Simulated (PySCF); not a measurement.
Spinor energies of Rh(2+) (rhodium, charge +2)

Start: [Kr] 4d7; 4d3/2 filled at m_j = +1/2, +3/2; 4d5/2 filled at m_j = -3/2, -1/2, +1/2, +3/2, +5/2. Calculated with PySCF 2.14 in x2c-TZVPall-2c with one added diffuse shell each of s, p, d type (9s10p8d1f, 86 functions): generalised Hartree-Fock with the X2C-1e Hamiltonian and a Gaussian nucleus; one run each with spin-orbit coupling (SO) switched off, then screened by Boettger's factors. This is a chosen level, not necessarily the ground level.

| spinor shell | electrons | ε, spin-free (eV) | ε, screened SO (eV) | weight of nominal j (screened SO) | rms radius, screened SO (bohr) |
| --- | --- | --- | --- | --- | --- |
| 1s1/2 | 2 | -23363.5 | -23361.9 | 1.000 | 0.0374 |
| 2s1/2 | 2 | -3487.2 | -3486.7 | 1.000 | 0.154 |
| 2p1/2 | 2 | -3120.6 | -3220.7 | 1.000 | 0.134 |
| 2p3/2 | 4 | -3120.6 | -3074.0 | 1.000 | 0.138 |
| 3s1/2 | 2 | -675.75 | -675.57 | 1.000 | 0.415 |
| 3p1/2 | 2 | -552.12 | -569.96 | 1.000 | 0.411 |
| 3p3/2 | 4 | -552.12 | -543.70 | 1.000 | 0.422 |
| 3d3/2 | 4 | -354.72 | -357.93 | 0.992 | 0.401 |
| 4s1/2 | 2 | -122.07 | -122.01 | 1.000 | 1.05 |
| 4p1/2 | 2 | -84.487 | -89.506 | 0.832 | 1.14 |
| 4p3/2 | 4 | -84.487 | -82.007 | 0.916 | 1.16 |
| 4d5/2 | 5 | -32.748 | -33.495 | 0.538 | 1.55 |
| 4d3/2 | 2 | -32.748 | -30.894 | 0.628 | 1.58 |

**Question.** Where does 3d5/2 lie, and what is the 3d spin-orbit splitting (screened SO)?

**Answer.** At -352.36 eV, 5.572 eV above 3d3/2.

```json
{"quantity": "E (hartree)", "spin-free": "-4779.99059", "screened SO": "-4780.74293"}
{"quantity": "M_J", "spin-free": "9/2", "screened SO": "9/2"}
{"quantity": "⟨J²⟩", "spin-free": "24.758", "screened SO": "24.759"}
{"quantity": "⟨L²⟩", "spin-free": "12.006", "screened SO": "12.163"}
{"quantity": "⟨S²⟩", "spin-free": "3.752", "screened SO": "3.708"}
```

Each row is a mean over spinors that exchange with the open shell spreads, by up to 8.835 eV (4p3/2).

Rows whose weight is well below 1 are mixtures of j = l ± 1/2: exchange outweighs spin-orbit coupling there, and the label is only the starting occupation.

Breit and QED terms are absent; they matter most for the inner s and p1/2 levels.

Densities and radii are taken from the X2C orbitals without a picture-change correction, which distorts them close to the nucleus.

Without spin-orbit coupling the j labels of p, d and f shells carry no meaning; the spin-free column gives the mean over the occupied spinors of each nl shell.
